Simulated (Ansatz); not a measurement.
`BCB(C)Cl` + `NC(F)[SeH]` → `CB(Cl)[SeH]` + `BCC(N)F`  (redistribution)

Calculated with Ansatz (gas phase, PBE0-D4/def2-TZVP geometries, no zero-point term in ΔE). CCSD(T)/CBS is the MP2 limit (def2-TZVPP, def2-QZVPP) plus CCSD(T) − MP2 in def2-TZVPP, frozen cores. Functionals use def2-TZVPP. B3LYP here is the variant with VWN-RPA as its local correlation; programs differ in this. For Se outer-core shells are correlated without core-valence functions, which leaves a few kJ/mol of doubt a bond. Scalar relativity is left out up to krypton. Each species was taken in one conformer, which may not be the lowest.

(1) Is it downhill or uphill in electronic energy at CCSD(T)/CBS, and by how much? (An estimate is asked.)

(2) What do these levels give: PBE0-D4, B3LYP-D4, ωB97M-V, r2SCAN, PBE0, B3LYP, HF/def2-TZVPP, MP2/def2-TZVPP, CCSD/def2-TZVPP, CCSD(T)/def2-TZVPP, MP2/def2-QZVPP, HF/CBS(def2)? (Best estimate.)

Largest T1 diagnostic among the species: 0.011.

Results:

(1) The calculation gave: Downhill: ΔE = -0.89 eV.

(2) Ansatz gave: PBE0-D4 -0.83, B3LYP-D4 -0.80, ωB97M-V -0.83, r2SCAN -0.82, PBE0 -0.83, B3LYP -0.81, HF/def2-TZVPP -0.93, MP2/def2-TZVPP -0.89, CCSD/def2-TZVPP -0.89, CCSD(T)/def2-TZVPP -0.88, MP2/def2-QZVPP -0.90, HF/CBS(def2) -0.92 eV.

In def2-TZVPP, CCSD(T) changes the Hartree–Fock value by +0.05 eV (the triples alone add +0.01 eV) and MP2 by +0.03 eV. From PBE to PBE0 (25 % exact exchange), in def2-TZVPP and without D4, ΔE moves by −0.05 eV.
